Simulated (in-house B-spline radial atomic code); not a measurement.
Computed with a B-spline radial atomic code. Model: two electrons, singlet ground state, non-relativistic, full CI in B-splines with partial waves to l = 8 (at full coupling up to 3e-4 hartree above the limit, correlation up to 0.6 % small), density held at that of full coupling by Lieb maximisation.

Along the adiabatic connection the electron repulsion is scaled by a coupling λ while a local potential keeps the density fixed. At λ = 0 the system is the Kohn-Sham one and W equals the exchange energy; the exchange-correlation energy is the area under W between 0 and 1. The kinetic energy rises with λ as the electrons avoid each other, with dT/dλ = −λ dW/dλ.

Command:
```bash
python run_ac.py task.json out
```
Settings (lengths in bohr, energies in hartree):
```
potential              gauss
strength               1.52
lmax                   8
second                 5.33
```

Cost of the run: 51 s on 1 thread of Intel(R) Xeon(R) Processor @ 2.30GHz (shared host).

**W = mean repulsion less Hartree energy, and W of three functionals.**

Given: confinement Gaussian well; well depth 1.52 hartree; well width 5.33 bohr; external potential -V exp(-r^2/w^2).

Computed: LDA exchange minus exact 53.956 millihartree; PBE exchange minus exact 15.709 millihartree.

| coupling | W xc (hartree) | W xc minus exchange (millihartree) | kinetic minus Kohn-Sham (millihartree) | LDA (PW92) W minus its exchange (millihartree) | PBE W minus its exchange (millihartree) | SCAN W minus its exchange (millihartree) |
| --- | --- | --- | --- | --- | --- | --- |
| 0 | -0.37206 | 0 | 0 | 0 | 0 | 0 |
| 0.02 | -0.37402 | -1.965 | 0.02 | -9.63 | -3.17 | -1.87 |
| 0.05 | ? | ? | ? | ? | ? | ? |
| 0.12 | -0.38314 | -11.082 | 0.65 | -34.33 | -16.27 | -10.31 |
| 0.25 | -0.39344 | -21.381 | 2.54 | -54.23 | -29.54 | -19.78 |
| 0.4 | -0.40352 | -31.465 | 5.79 | -70.84 | -41.85 | -29.15 |
| 0.6 | -0.41461 | -42.553 | 11.3 | -87.55 | -55.05 | -39.72 |
| 0.8 | -0.42364 | -51.579 | 17.59 | -100.53 | -65.77 | -48.59 |
| 1 | -0.43111 | -59.05 | 24.29 | -111.1 | -74.74 | -56.16 |
| 1.4 | -0.44273 | -70.675 | 38.11 | -127.53 | -89.05 | -68.39 |
| 2 | -0.4549 | -82.849 | 58.57 | -145.13 | -104.76 | -81.81 |
| 3 | -0.46781 | -95.749 | 90.27 | -164.67 | -122.57 | -96.51 |
| 4.5 | -0.47924 | -107.19 | 132.4 | -183.11 | -139.66 | -109.49 |
| 7 | ? | ? | ? | ? | ? | ? |
| 10 | -0.49725 | -125.19 | 253.77 | -214.93 | -169.59 | -127.64 |

(1) What belongs in the row 0.05?

(2) What belongs in the row 7?

(3) What is the SCAN exchange minus exact?

**Energy parts, natural occupations and partial-wave weights.**

Computed: total energy -1.7640 hartree; exchange energy -0.37206 hartree; correlation energy -0.034764 hartree; kinetic part of the DFT correlation energy 0.024286 hartree; initial slope twice GL2 -0.099458 hartree; kinetic part over minus potential part 0.41128; Lieb Oxford ratio E_xc over LDA exchange 1.2789.

```tsv
natural	occupation of the shell (electrons)
s	1.919
p	0.0741
s	0.0049018
d	0.0012835
p	?
f	0.00014057
```

(4) What belongs in the row p?

```json
{"wave": "s", "weight": "0.962"}
{"wave": "p", "weight": "?"}
{"wave": "d", "weight": "0.00067039"}
{"wave": "f", "weight": "7.7705e-05"}
{"wave": "g", "weight": "1.6629e-05"}
```

(5) What belongs in the row p?

(6) What is the Hartree energy?

(7) What is the Kohn-Sham kinetic?

Results:

(1) W xc (hartree): -0.37688; W xc minus exchange (millihartree): -4.82; kinetic minus Kohn-Sham (millihartree): 0.12; LDA (PW92) W minus its exchange (millihartree): -18.89; PBE W minus its exchange (millihartree): -7.49; SCAN W minus its exchange (millihartree): -4.53.

(2) W xc (hartree): -0.48992; W xc minus exchange (millihartree): -117.86; kinetic minus Kohn-Sham (millihartree): 192.42; LDA (PW92) W minus its exchange (millihartree): -201.52; PBE W minus its exchange (millihartree): -156.92; SCAN W minus its exchange (millihartree): -120.79.

(3) 1.2391 millihartree.

(4) occupation of the shell (electrons): 0.00034179.

(5) weight: 0.03723.

(6) 0.74411 hartree.

(7) 0.32613 hartree.

Half-way to full coupling W has made 63 % of its drop, against 50 % for a straight line, and second-order (GL2) theory, half the initial slope, overshoots the correlation energy by about 43 %: a marked bend. Over couplings 0 to 1 the errors in E_xc come to about +15 millihartree for LDA, +5.2 millihartree for PBE, +3.4 millihartree for SCAN, so SCAN is nearest. In LDA and PBE the errors of exchange and correlation have opposite signs, so the sum is smaller than the larger of the two.
